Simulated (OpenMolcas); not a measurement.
Cr2+: moving or changing the point charges

Cr2+ among 4 point charges of -1.5 e arranged as a tetrahedron (Td), 1.9 Å from the ion.
```
   1.0970    1.0970    1.0970  -1.50
   1.0970   -1.0970   -1.0970  -1.50
  -1.0970    1.0970   -1.0970  -1.50
  -1.0970   -1.0970    1.0970  -1.50
```

```
Program             : OpenMolcas 26.06
Method              : CASSCF
Basis               : ANO-RCC-VDZP [5s4p2d1f]
Scalar Hamiltonian  : DKH2, point nucleus
Active space        : 4 electrons in 5 orbitals (3d)
State averaging     : 2S+1 = 5 even, 5 roots; 2S+1 = 3 even, 45 roots; 2S+1 = 1 even, 50 roots
Spin-orbit coupling : RASSI with atomic mean-field integrals over the reference wave functions
```

Runs around this geometry, states (labels of Td). Energies in cm-1 above the lowest state or level, χT in cm3 K/mol; under a threefold ground state the first gap can be a small split of the lowest multiplet, not the spin-orbit step.

```
R (Å)  q (e)  Ground state  First state of that spin  First gap with spin-orbit (degeneracies)  χT at 300 K  First state of another spin
  1.9  -0.75           5T2                   5E 1361                               32.2 (1, 3)        2.471                    3T1 18718
 1.79   -1.5           5T2                   5E 2611                               19.4 (1, 3)        2.613                    3T1 17677
  1.9   -1.5           5T2                   5E 2191                               22.5 (1, 3)        2.572                    3T1 18033
 2.08   -1.5           5T2                   5E 1613                               28.4 (1, 3)        2.510                    3T1 18517
```

Taking the first state of the same spin as R^-n, n = -ln(1613 / 2611) / ln(2.08 / 1.79) = 3.2 between the shortest and longest distance.

Scaling the charges by -0.75 / -1.5 = 0.50 scales the first state of the same spin by 1361 / 2191 = 0.62; with fixed orbitals a first-order splitting would follow the charge.

An orbital triplet at a regular site is open to Jahn-Teller coupling, which can distort the site and quench the lowest spin-orbit gaps and is left out. Without dynamic correlation the repulsion within the d shell is too large (B by tens of per cent), so at a given field states of lower spin stand too high. The ground term spreads over less than 5000 cm-1, several times less than with real ligands, so orbital moments are less quenched and χT lies further from the spin-only value than at real sites. Point charges carry no covalency, so the field is a model and not that of real ligands. No measured value stands beside these numbers.
